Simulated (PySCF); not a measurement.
# SrCa: frontier orbitals

PBE0 at R = 4.467 Å; Sr x2c-TZVPall, Ca x2c-TZVPall; spin-free X2C with a Gaussian nucleus (PySCF 2.14). State: ¹Σ⁺ (singlet), closed shell. Only the outer orbitals are listed, counted within each symmetry.

```csv
orbital,occ.,ε (eV),on Sr (%),main shells (%)
5π,2,-30.30,0,100 Ca p
5π,2,-30.30,0,100 Ca p
12σ,2,-30.27,0,100 Ca p
6π,2,-24.81,100,100 Sr p
6π,2,-24.81,100,100 Sr p
13σ,2,-24.77,100,100 Sr p
14σ,2,-4.85,37,"59 Ca s, 34 Sr s"
15σ,2,-3.67,59,"55 Sr s, 36 Ca s"
16σ,0,-1.41,46,"46 Ca p, 34 Sr p"
7π,0,-1.36,47,"46 Ca p, 36 Sr p, 11 Sr d"
7π,0,-1.36,47,"46 Ca p, 36 Sr p, 11 Sr d"
```

Which are the highest filled and the lowest empty level, where do they sit, and how wide is the gap?

Highest filled 15σ at -3.67 eV (in %: 55 Sr s, 36 Ca s); lowest empty 16σ at -1.41 eV (in %: 46 Ca p, 34 Sr p); the gap at PBE0 is 2.26 eV.

The bond order (Mayer) is 0.50 and the ⟨S²⟩ is 0.000. The charge on Sr (Mulliken, basis-dependent) is 0.09 and the charge on Sr (Löwdin, basis-dependent) is -0.06. The dipole moment (positive dipole means Sr(−)Ca(+)) is -0.27 D and the polarisability along the bond is 631.3 bohr³. The polarisability across the bond is 301.9 bohr³.

Closed-shell solutions of metal pairs were not tested for spin polarisation, which can lower them a little.
